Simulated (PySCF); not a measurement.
This PySCF input asks for the NMR shieldings of SMILES C[P+]1([AlH3-])CCSCC1, C5H14AlPS; the geometry comes from GFN2-xTB.

```python
import basis_set_exchange as bse
import numpy as np
from pyscf import gto, dft
from pyscf.prop import nmr

atoms = """
C     1.251907    2.024185    0.270228
P     0.527221    0.399430   -0.145617
Al    2.254708   -1.351322   -0.459531
C    -0.287792   -0.075989    1.433052
C    -1.189125   -1.278023    1.200436
S    -2.658172   -0.843105    0.220107
C    -1.832003   -0.377392   -1.332134
C    -0.954831    0.851964   -1.152924
H     0.541781    2.658749    0.799649
H     1.572021    2.514492   -0.648229
H     2.128974    1.848909    0.892889
H     1.372066   -2.618563   -0.748971
H     2.782069   -1.151835    1.016898
H     3.060972   -0.691575   -1.629763
H    -0.857663    0.762242    1.846831
H     0.508380   -0.348248    2.134261
H    -0.649454   -2.068867    0.672063
H    -1.578925   -1.671642    2.139313
H    -2.637501   -0.191682   -2.042892
H    -1.242116   -1.233897   -1.669549
H    -0.606890    1.205153   -2.128585
H    -1.516038    1.656401   -0.668381
"""
names = dict.fromkeys(["C", "P", "Al", "S", "H"], "pcSseg-1")
basis = {el: gto.basis.parse(bse.get_basis(n, elements=[el], fmt="nwchem")) for el, n in names.items()}
mol = gto.M(atom=atoms, basis=basis, charge=0, verbose=0)
mf = dft.RKS(mol, xc="PBE0")
mf.grids.level = 2
mf.grids.alignment = dft.numint.BLKSIZE   # the property module wants whole blocks of grid points
mf.conv_tol = 1e-9
mf.kernel()

calc = nmr.RKS(mf)   # GIAO
C = mf.mo_coeff
Co = C[:, mf.mo_occ > 0]
resp = mf.gen_response(singlet=True, hermi=2)
def vind(x):   # induced exchange potential for any number of trial vectors
    d = np.einsum("pi,xij,qj->xpq", C, 2 * x.reshape(-1, C.shape[1], Co.shape[1]), Co, optimize=True)
    return np.einsum("xpq,pi,qj->xij", resp(d - d.transpose(0, 2, 1)), C, Co, optimize=True).ravel()
mo1, _ = nmr.rhf.solve_mo1(calc, with_cphf=vind)
sigma = calc.kernel(mo1)
for i, s in enumerate(sigma):   # ppm
    w = np.linalg.eigvalsh((s + s.T) / 2)
    print("%2d %-2s iso %8.1f  s11 %8.1f  s22 %8.1f  s33 %8.1f" % (i, mol.atom_pure_symbol(i), w.mean(), *w))
```

Task: What does it print?

Result: 
```
 0 C  iso    173.3  s11    163.6  s22    166.4  s33    189.8
 1 P  iso    374.0  s11    340.6  s22    374.2  s33    407.0
 2 Al iso    451.5  s11    438.3  s22    449.1  s33    467.2
 3 C  iso    152.0  s11    135.9  s22    156.4  s33    163.8
 4 C  iso    152.9  s11    144.2  s22    149.5  s33    165.1
 5 S  iso    473.7  s11    351.9  s22    475.6  s33    593.7
 6 C  iso    153.3  s11    144.9  s22    150.8  s33    164.1
 7 C  iso    155.3  s11    136.8  s22    160.1  s33    169.0
 8 H  iso     30.6  s11     25.6  s22     28.9  s33     37.3
 9 H  iso     30.4  s11     25.9  s22     27.3  s33     38.0
10 H  iso     30.2  s11     24.9  s22     28.0  s33     37.6
11 H  iso     27.6  s11     23.8  s22     27.9  s33     31.1
12 H  iso     28.0  s11     24.6  s22     27.4  s33     32.0
13 H  iso     27.9  s11     24.5  s22     26.4  s33     32.9
14 H  iso     30.0  s11     26.4  s22     28.5  s33     34.9
15 H  iso     29.3  s11     25.3  s22     27.3  s33     35.3
16 H  iso     28.1  s11     23.4  s22     27.4  s33     33.5
17 H  iso     29.0  s11     22.7  s22     27.0  s33     37.2
18 H  iso     29.0  s11     22.6  s22     27.0  s33     37.3
19 H  iso     28.5  s11     24.6  s22     27.3  s33     33.6
20 H  iso     29.5  s11     24.7  s22     27.7  s33     36.1
21 H  iso     29.8  s11     26.3  s22     28.4  s33     34.6
```

These numbers come from an equivalent density-fitted implementation of the same equations, which agrees with the script to about 0.01 ppm for H and up to a few tenths of a ppm for heavy atoms, so last digits may differ.

Size and cost of the density-fitted run: 227 basis functions, 48 s wall time on 1 thread of an Arm Neoverse V1, shared host; peak memory 1.1 GiB.
